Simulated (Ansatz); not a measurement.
Geometry optimisation, RKS B3LYP/def2-SVP in Ansatz 0.2.0.

The input (input.yaml):

```yaml
crystal:
  periodic: [false, false, false]
  atoms:
    - { symbol: Ge, position_ang: [0.0, 0.0, 0.0] }
    - { symbol: H, position_ang: [0.0, 0.0, 1.9] }
    - { symbol: H, position_ang: [1.4616, 0.0, -0.5162] }
    - { symbol: H, position_ang: [-0.73, 1.2648, -0.5162] }
    - { symbol: H, position_ang: [-0.73, -1.2648, -0.5162] }
    - { symbol: O, position_ang: [-1.9644, 0.0, 0.6527] }
    - { symbol: H, position_ang: [-2.5095, -0.6297, 0.0813] }
    - { symbol: H, position_ang: [-0.9937, 0.0, 1.8011] }
basis:
  gaussian: { orbitals: def2-SVP }
hamiltonian:
  xc: b3lyp
relax:
  f_tol: 0.15
  max_steps: 25
  restrain:
    - { distance: [0, 5], at: 1.77, k: 30.0 }
    - { distance: [7, 1], at: 0.66, k: 30.0 }
    - { distance: [0, 1], at: 2.75, k: 30.0 }
    - { distance: [7, 5], at: 2.21, k: 30.0 }
```

Run as:

```bash
$ ansatz run input.yaml --threads 1 --pin off --max-ram 2048MiB --backend cpu --events-out ev --progress --plain --runs-dir out
```

Problem. Where does it end, and by what steps?

Solution. The forces met the threshold. The restraints hold the end off the free minimum. After 22 steps the energy has fallen by 3.752 eV (the restraints' own energy left out); H5 moved furthest, 1.40 Å. Joined: H2–H8.

```
step  energy less start (eV)  largest force component (eV/Å)  accepted
   0                  0.0000                           2.403       yes
   1                 -0.3866                           1.832       yes
   2                 -0.7230                           3.019       yes
   3                 -1.7692                           2.589       yes
   4                 -2.5445                           1.944       yes
   5                 -3.0905                           1.376       yes
   6                 -3.4503                           1.295       yes
   7                 -3.5845                           1.666       yes
   8                 -3.6407                           0.860       yes
   9                 -3.6452                           1.321       yes
  10                 -3.6233                           1.797       yes
  11                 -3.6255                           1.849       yes
  12                 -3.6497                           1.423       yes
  13                 -3.6475                           1.671       yes
  14                 -3.6245                           1.723        no
  15                 -3.6488                           1.784       yes
  16                 -3.6605                           1.804       yes
  17                 -3.6891                           1.602       yes
  18                 -3.7222                           1.248       yes
  19                 -3.7420                           1.718       yes
  20                 -3.7469                           1.643       yes
  21                 -3.7588                           0.823        no
  22                 -3.7522                           1.613       yes
```

```xyz
8
Properties=species:S:1:pos:R:3
Ge -0.449 -0.149 -0.416
H 0.023 0.788 2.136
H 0.763 -0.882 0.202
H -0.200 1.361 -0.503
H -0.736 -0.740 -1.818
O -1.913 -0.337 0.584
H -2.301 -1.219 0.526
H -0.654 0.547 2.176
```

Whether the end is a true minimum wasn't checked by a vibrational analysis.

Run time: 47 s on 1 thread of Arm Neoverse V2, with other jobs on the host, peak memory 0.14 GiB.
